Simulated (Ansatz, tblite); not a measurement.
Cost and result up the ladder for Ge9OH14, a cluster with a defect cut from the lattice of germanium (double-bonded O in place of two caps) (24 atoms). Total charge 0; singlet. Geometry: PBE-D4/def2-SVP.

```xyz
24

Ge    2.290    0.789    1.677
Ge    1.081   -2.586   -0.102
Ge   -1.537   -0.340    1.942
Ge   -0.713    2.840   -0.339
Ge   -1.814   -0.606   -2.051
Ge    0.776   -1.135    1.843
Ge    1.663    2.147   -0.294
Ge    0.510   -1.358   -2.136
Ge   -2.133    0.852   -0.112
O     2.725    2.478   -1.535
H     3.776    0.352    1.557
H     2.122    1.680    2.944
H     2.554   -3.084   -0.157
H     0.152   -3.827    0.038
H    -1.730    0.592    3.174
H    -2.485   -1.564    2.109
H    -0.958    3.782    0.877
H    -1.004    3.617   -1.652
H    -2.758   -1.837   -1.924
H    -2.189    0.164   -3.350
H     1.112   -1.909    3.157
H     0.741   -2.252   -3.388
H     1.439   -0.114   -2.251
H    -3.620    1.321   -0.025
```

Ansatz on 2 threads of AMD EPYC 7R13 on a shared host and a share (18 GiB) of an NVIDIA H100 80GB HBM3; xTB runs through tblite on one thread. Times are rough, summed over both states, and most runs start from the orbitals of an earlier one. PBE0-D4/def2-TZVP serves as the yardstick here, not as an exact answer. The other state is a triplet.

The xTB rows come from tblite. Single mean-field runs in def2-TZVP are fitted with def2-universal-jkfit.

xTB has no spin-polarisation term.

```tsv
level	functions	wall time	vertical triplet (eV)	difference from PBE0-D4/def2-TZVP (eV)
GFN2-xTB	99	0.13 s	2.96	0.85
GFN1-xTB	113	0.14 s	2.13	0.01
PBE-D4/def2-TZVP	547	11 s	2.18	0.06
PBE0-D4/def2-TZVP	547	14 s	2.12	0.00
```
